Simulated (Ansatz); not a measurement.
Species: C4H3O2, charge 0, multiplicity 2. It need not be the lowest isomer of its formula. 
Coordinates optimised at B3LYP-D3(BJ)/def2-TZVP (Ansatz, a program for electronic structure):
```
O
C 1 1.3629
O 2 1.3382 1 117.59
H 3 0.9656 2 108.99 1 0.00
C 2 1.3459 3 133.39 4 180.00
C 1 1.3836 2 106.93 3 -180.00
C 6 1.3550 1 110.31 2 0.00
H 6 1.0743 7 134.10 5 180.00
H 7 1.0761 6 126.73 8 0.00
```
Charge 0, spin multiplicity 2.

Atomisation energy built up term by term with Ansatz (kcal/mol; UHF references for open shells; valence terms freeze the core; atomic spin-orbit terms are left out). Basis-set limits of correlation are two-point, X^-3; Hartree-Fock from the larger set.

The UHF reference is spin-contaminated (<S^2> 0.29 over the pure value in the largest basis). 

```tsv
term	basis	kcal/mol
Hartree-Fock	cc-pVQZ	?
CCSD correlation	CBS(cc-pVTZ,cc-pVQZ)	?
(T)	CBS(cc-pVTZ,cc-pVQZ)	26.44
core correlation	cc-pwCVTZ	5.12
scalar relativity (X2C)	cc-pVTZ-DK against cc-pVTZ	-1.19
sum: De		?
```

**Question.** Some entries are withheld; supply them.

**Answer.** 
- Hartree-Fock, kcal/mol: 660.57
- CCSD correlation, kcal/mol: 277.51
- sum: De, kcal/mol: 968.4
